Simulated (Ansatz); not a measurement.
C$_{2}$H$_{6}$SiTe, SMILES `[TeH][SiH]1CC1`, relaxed with RKS PBE-D4/def2-SVP in the Gaussian-basis code of Ansatz from a rough embedded geometry. The force threshold is 0.03 eV/Å; the program also tests the step.

Charge 0, multiplicity 1. Te takes the def2 core potential.

Start:

```xyz
10

Te   -1.947   -0.232    1.741
Si    0.275   -0.291    0.709
C     0.236   -0.483   -1.150
C     0.253    1.009   -0.766
H    -1.408   -1.360    3.005
H     1.526   -0.071    1.461
H     1.201   -0.792   -1.633
H    -0.741   -0.755   -1.601
H    -0.654    1.505   -0.864
H     1.257    1.469   -0.901
```

(1) How much energy does the relaxation release, and in how many steps? (Estimate.)

(2) Which bonds change most? (Estimate.)

(3) Give the relaxed structure. (Best estimate.)

## Answers

(1) Ansatz gave: 55.03 kJ/mol, in 8 steps, 1 of them rejected.

(2) Ansatz gave: Te1–H5 from 1.778 to 1.686 Å; Si2–C4 from 1.967 to 1.884 Å; C4–H9 from 1.038 to 1.103 Å; Te1–Si2 from 2.450 to 2.494 Å.

(3) Ansatz gave: 
```xyz
10

Te   -1.744   -0.035    2.179
Si    0.321   -0.002    0.782
C     0.243   -0.490   -1.034
C     0.253    1.031   -0.792
H    -1.661   -1.703    2.404
H     1.645   -0.096    1.476
H     1.143   -0.938   -1.490
H    -0.696   -0.930   -1.410
H    -0.670    1.583   -1.035
H     1.166    1.579   -1.080
```
